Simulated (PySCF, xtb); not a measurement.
C3H7BFNO, SMILES C(/OB(F)N)=C\C.

Geometry optimised at r2SCAN-D4/def2-SVP. The structure was generated by enumeration; whether it is a known compound was not checked. Other conformers were not sampled.

Calculation: IEF-PCM-PBE0/def2-SVP (PySCF).

The values are the electrostatic part of the solvation free energy, E(continuum) − E(gas) at the gas-phase geometry, in a cavity of scaled van der Waals radii (PySCF's table); cavitation and dispersion terms are not included. In vacuum the orbital gap is 7.34 eV. The dipole moment in vacuum is 1.39 D.

**Question.** Estimate the values in water (ε = 78.36), tetrahydrofuran (ε = 7.43), acetone (ε = 20.49). (Estimate from the structure and the level; the computed values follow.)

**Answer.** 
```json
[
 {"solvent": "water", "ε": "78.36", "ΔG(elec) (kcal/mol)": "-4.8", "dipole (D)": "1.55", "gap (eV)": "7.34"},
 {"solvent": "tetrahydrofuran", "ε": "7.43", "ΔG(elec) (kcal/mol)": "-3.9", "dipole (D)": "1.53", "gap (eV)": "7.34"},
 {"solvent": "acetone", "ε": "20.49", "ΔG(elec) (kcal/mol)": "-4.5", "dipole (D)": "1.54", "gap (eV)": "7.34"}
]
```

For comparison, GFN2-xTB/ALPB(water) (xtb, at the GFN2-xTB geometry, all terms of that model) gives -5.9 kcal/mol.
